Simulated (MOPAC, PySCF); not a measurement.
H$_{2}$ClNSi, SMILES `N[Si]Cl` (lower singlet), neutral singlet in the gas phase. This singlet lies 2.47 eV below the relaxed triplet at the level frozen-core CCSD(T)/cc-pVTZ // PBE0-D3(BJ)/def2-TZVP (Ansatz).

Cartesian coordinates (Å):
SMILES: Cl[Si]N
```xyz
5

N     -0.6583     0.0177     0.0007
Si     0.6494    -1.0693     0.0138
Cl     2.2114     0.3407    -0.0080
H     -0.5913     1.0250    -0.0132
H     -1.6112    -0.3141     0.0067
```
Charge 0, multiplicity 1.

All levels are single points at this geometry (PBE0-D3(BJ)/def2-TZVP); Pople sets use spherical d functions. Orbital energies aren't observables, and empty levels follow the basis.

```json
[
 {"level": "PBE-D3(BJ)/def2-TZVP in PySCF", "HOMO (eV)": "-6.01", "LUMO (eV)": "-2.32", "gap (eV)": "3.69", "dipole (D)": "2.70", "vertical IE, Delta-SCF (eV)": "–"},
 {"level": "PBE0-D3(BJ)/def2-TZVP in PySCF", "HOMO (eV)": "-7.12", "LUMO (eV)": "-1.53", "gap (eV)": "5.59", "dipole (D)": "2.73", "vertical IE, Delta-SCF (eV)": "–"},
 {"level": "B3LYP/3-21G in PySCF", "HOMO (eV)": "-6.87", "LUMO (eV)": "-1.65", "gap (eV)": "5.22", "dipole (D)": "3.92", "vertical IE, Delta-SCF (eV)": "–"},
 {"level": "B3LYP/6-311+G** in PySCF", "HOMO (eV)": "-7.09", "LUMO (eV)": "-1.91", "gap (eV)": "5.18", "dipole (D)": "2.87", "vertical IE, Delta-SCF (eV)": "–"},
 {"level": "M06-2X/6-31G* in PySCF", "HOMO (eV)": "-8.13", "LUMO (eV)": "-0.61", "gap (eV)": "7.52", "dipole (D)": "3.24", "vertical IE, Delta-SCF (eV)": "–"},
 {"level": "HF/3-21G in PySCF", "HOMO (eV)": "-9.74", "LUMO (eV)": "1.51", "gap (eV)": "11.26", "dipole (D)": "4.06", "vertical IE, Delta-SCF (eV)": "–"},
 {"level": "HF/6-31G* in PySCF", "HOMO (eV)": "-9.63", "LUMO (eV)": "1.66", "gap (eV)": "11.28", "dipole (D)": "3.24", "vertical IE, Delta-SCF (eV)": "8.66"},
 {"level": "PM6 in MOPAC", "HOMO (eV)": "-8.27", "LUMO (eV)": "-0.81", "gap (eV)": "7.46", "dipole (D)": "2.72", "vertical IE, Delta-SCF (eV)": "–"},
 {"level": "PM7 in MOPAC", "HOMO (eV)": "-10.26", "LUMO (eV)": "-0.68", "gap (eV)": "9.58", "dipole (D)": "3.41", "vertical IE, Delta-SCF (eV)": "–"}
]
```
